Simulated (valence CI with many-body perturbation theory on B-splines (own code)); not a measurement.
La VII: calculated level list

Level of theory: configuration interaction combined with many-body perturbation theory (CI+MBPT): five valence electrons over a frozen Dirac-Fock core [Kr] 4d10, a basis of 7 s, 7 p, 7 d, 7 f, 4 g, 2 h functions for each j, with the one-electron correlation potential Σ1 (screened to all orders), the two-electron term Σ2, the three-electron term Σ3, Breit, model QED; selected single and double excitations, second order for the rest, scaled by the run's own slope (own B-spline code, finite nucleus).

Against measured spectra of neutral and singly charged lanthanides and actinides this method errs by a few hundred cm⁻¹ within a configuration and by up to about 5,000 between configurations. No measured levels were compared; by estimate levels hold to about 250 cm⁻¹ or 0.2 % of their energy and the worst to 1 %, as in measured heavy ions of charge 2 to 7; those with d or f electrons hold less well. Among the levels kept, up to 2200 cm⁻¹ of a level comes from second order outside the variational space, and about a tenth of that is noise between levels of different J, which matters for small intervals.

Levels 46 to 90 of 216, with energies above the lowest level, 5s2 5p3 4S°_3/2. "Leading %" is the weight of the configuration and term that name the level; weights of strongly mixed levels are sums over their largest components and can fall short.

| No. | Configuration | Term | J | E (eV) | Leading % | Second component | g |
| --- | --- | --- | --- | --- | --- | --- | --- |
| 46 | 5s2 5p2 5d | 4F | 7/2 | 26.954 | 77 | 11 % 5s2 5p2 5d 4D | 1.243 |
| 47 | 5s2 5p2 5d | 4D | 1/2 | 27.054 | 62 | 16 % 5s 5p4 2S | 0.553 |
| 48 | 5s2 5p2 5d | 2F | 7/2 | 27.425 | 49 | 36 % 5s2 5p2 5d 4D | 1.234 |
| 49 | 5s2 5p2 5d | 4D | 3/2 | 27.540 | 67 | 12 % 5s2 5p2 5d 4F | 1.117 |
| 50 | 5s2 5p2 5d | 4F | 9/2 | 27.843 | 68 | 24 % 5s2 5p2 5d 2G | 1.278 |
| 51 | 5s2 5p2 5d | 4D | 1/2 | 28.114 | 24 | 23 % 5s 5p4 2S | 0.953 |
| 52 | 5s2 5p2 5d | 4D | 5/2 | 28.264 | 43 | 24 % 5s2 5p2 5d 2F | 1.217 |
| 53 | 4f 5s 5p3 | 6F | 7/2 | 29.558 | 67 | 12 % 5s2 5p2 5d 2G | 1.302 |
| 54 | 5s2 5p2 5d | 2P | 3/2 | 29.562 | 31 | 25 % 5s 5p4 2P | 1.187 |
| 55 | 4f 5s 5p3 | 6F | 1/2 | 29.592 | 90 | 7 % 4f 5s 5p3 4D | -0.604 |
| 56 | 4f 5s 5p3 | 6F | 5/2 | 29.598 | 86 | 4 % 4f 5s 5p3 4D | 1.293 |
| 57 | 4f 5s 5p3 | 6F | 3/2 | 29.605 | 71 | 6 % 5s2 5p2 5d 2P | 1.097 |
| 58 | 4f 5s 5p3 | 6F | 9/2 | 29.644 | 84 | 5 % 4f 5s 5p3 4G | 1.404 |
| 59 | 5s2 5p2 5d | 2G | 7/2 | 29.760 | 38 | 17 % 4f 5s 5p3 6F | 1.145 |
| 60 | 4f 5s 5p3 | 6F | 11/2 | 29.763 | 88 | 9 % 4f 5s 5p3 4G | 1.434 |
| 61 | 5s2 5p2 5d | 4P | 5/2 | 29.949 | 57 | 13 % 5s2 5p2 5d 4D | 1.485 |
| 62 | 5s2 5p2 5d | 4P | 3/2 | 30.274 | 54 | 20 % 5s2 5p2 5d 2P | 1.546 |
| 63 | 5s2 5p2 5d | 4P | 1/2 | 30.441 | 56 | 14 % 5s2 5p2 5d 2P | 2.230 |
| 64 | 5s2 5p2 5d | 2F | 7/2 | 30.638 | 40 | 25 % 5s2 5p2 5d 4D | 1.160 |
| 65 | 5s2 5p2 5d | 2G | 9/2 | 31.157 | 63 | 19 % 5s2 5p2 5d 4F | 1.181 |
| 66 | 4f 5s 5p3 | 4F | 7/2 | 31.233 | 67 | 5 % 4f 5s 5p3 2F | 1.210 |
| 67 | 5s2 5p2 5d | 2D | 3/2 | 31.250 | 65 | 8 % 5s2 5p2 5d 2P | 0.899 |
| 68 | 4f 5s 5p3 | 4F | 5/2 | 31.337 | 66 | 9 % 4f 5s 5p3 4G | 0.966 |
| 69 | 4f 5s 5p3 | 4F | 9/2 | 31.721 | 72 | 12 % 4f 5s 5p3 2G | 1.294 |
| 70 | 4f 5s 5p3 | 4F | 3/2 | 31.779 | 81 | 5 % 4f 5s 5p3 2D | 0.472 |
| 71 | 5s2 5p2 5d | 2D | 5/2 | 31.840 | 60 | 23 % 5s2 5p2 5d 2F | 1.113 |
| 72 | 5s2 5p2 5d | 2P | 1/2 | 31.952 | 42 | 27 % 5s 5p4 2P | 0.998 |
| 73 | 4f2 5s2 5p | 4I° | 9/2 | 32.085 | 62 | 27 % 4f2 5s2 5p 2H° | 0.800 |
| 74 | 4f2 5s2 5p | 4I° | 11/2 | 32.528 | 56 | 25 % 4f2 5s2 5p 4H° | 1.017 |
| 75 | 4f 5s 5p3 | 4G | 5/2 | 32.602 | 67 | 12 % 4f 5s 5p3 4F | 0.701 |
| 76 | 5s2 5p2 5d | 2D | 3/2 | 32.639 | 46 | 8 % 5s2 5p2 5d 4P | 0.973 |
| 77 | 5s2 5p2 5d | 2P | 1/2 | 32.643 | 68 | 8 % 5s2 5p2 5d 2S | 0.882 |
| 78 | 4f2 5s2 5p | 4H° | 9/2 | 32.678 | 34 | 13 % 4f2 5s2 5p 4G° | 1.020 |
| 79 | 5s2 5p2 5d | 2F | 5/2 | 32.717 | 26 | 16 % 5s2 5p2 5d 2D | 1.140 |
| 80 | 4f2 5s2 5p | 4H° | 7/2 | 32.754 | 47 | 27 % 4f2 5s2 5p 2G° | 0.808 |
| 81 | 4f2 5s2 5p | 4G° | 5/2 | 32.802 | 80 | 8 % 4f2 5s2 5p 2F° | 0.633 |
| 82 | 4f 5s 5p3 | 4G | 7/2 | 32.919 | 66 | 8 % 4f 5s 5p3 4H | 1.002 |
| 83 | 4f2 5s2 5p | 4G° | 7/2 | 32.974 | 53 | 17 % 4f2 5s2 5p 4H° | 0.962 |
| 84 | 4f2 5s2 5p | 4G° | 11/2 | 32.981 | 41 | 33 % 4f2 5s2 5p 2H° | 1.174 |
| 85 | 4f2 5s2 5p | 4H° | 13/2 | 32.997 | 42 | 37 % 4f2 5s2 5p 4I° | 1.155 |
| 86 | 4f2 5s2 5p | 2D° | 3/2 | 33.194 | 49 | 37 % 4f2 5s2 5p 4F° | 0.686 |
| 87 | 4f 5s 5p3 | 4G | 9/2 | 33.230 | 55 | 16 % 4f 5s 5p3 4F | 1.193 |
| 88 | 4f2 5s2 5p | 4G° | 9/2 | 33.243 | 44 | 15 % 4f2 5s2 5p 2G° | 1.128 |
| 89 | 4f2 5s2 5p | 2D° | 5/2 | 33.249 | 35 | 24 % 4f2 5s2 5p 4F° | 1.151 |
| 90 | 4f 5s 5p3 | 4D | 7/2 | 33.314 | 68 | 4 % 4f 5s 5p3 4F | 1.362 |

Names give the largest LS component (configuration and term), which can be under half, so a name can repeat, a term be missing and a line seem to break the LS rules; names also repeat where a configuration has a term twice.

Where two levels of one J and parity lie close, their mixing, g and order are uncertain.
